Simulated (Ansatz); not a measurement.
# Strength of the C–C bond: C2H5F3Si → Si(CH2)F3 + CH3

Species: C2H5F3Si (ethyltrifluorosilane) `CC[Si](F)(F)F`, singlet; Si(CH2)F3, doublet; CH3 (methyl radical) `[CH3]`, doublet. 

Shapes, held fixed at every level: PBE0-D4/def2-TZVP. Programs: Ansatz 0.2.0. Electronic energies: no zero-point or thermal term.

Estimate ΔE of this reaction.

The highest level, CCSD(T)/CBS estimate, gives ΔE = +393.5 kJ/mol; the levels span +252.2 to +405.1. The column of differences is taken from that level and isn't an error. Hartree–Fock misses the correlation of the pair that is broken and comes out low. No measured value is set beside it here. Open shells run unrestricted unless RO is named. The CBS estimate extrapolates MP2 from def2-TZVPP and def2-QZVPP and adds CCSD(T) − MP2 in the triple-zeta set, cores frozen.

```
               level                   kind  ΔE (kJ/mol)  less CCSD(T)/CBS estimate
       HF/def2-TZVPP           Hartree–Fock       +252.2                     -141.3
   PBE-D4/def2-TZVPP                    GGA       +396.1                       +2.6
  PBE0-D4/def2-TZVPP          global hybrid       +388.6                       -4.9
   B2PLYP/def2-TZVPP          double hybrid       +376.5                      -17.0
        MP2/def2-SVP    perturbation theory       +405.1                      +11.6
      MP2/def2-TZVPP    perturbation theory       +404.0                      +10.5
CCSD(T)/CBS estimate  coupled cluster or CI       +393.5                        0.0
```
